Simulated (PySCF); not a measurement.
F₂Sc, charge +1. Atoms are numbered in the order given.

```xyz
3

Sc     0.0000     0.0000     0.4310
F      0.0000    -1.4957    -0.5028
F      0.0000     1.4957    -0.5028
```
Charge +1, spin multiplicity 1.

Coordinates come from a ωB97X-D3(BJ)/def2-TZVP optimisation. The spin state was assumed, not searched. The isomer is the one that the SMILES or the coordinates give; other isomers of the formula were not compared.

Level of theory: ωB97X-D3(BJ)/def2-TZVP (PySCF 2.14.0).

Frequencies are harmonic and unscaled.

Computed normal modes with their intensities:
| mode | ν (cm⁻¹) | IR (km/mol) | Raman (Å⁴/amu) | depolarisation | moving atoms (share of kinetic energy) |
|---|---|---|---|---|---|
| 1 | 173 | 36.3 | 1.3 | 0.70 | F 76 %, Sc 24 % |
| 2 | 795 | 79.8 | 7.6 | 0.08 | F 78 %, Sc 22 % |
| 3 | 820 | 357.5 | 0.5 | 0.75 | F 62 %, Sc 38 % |
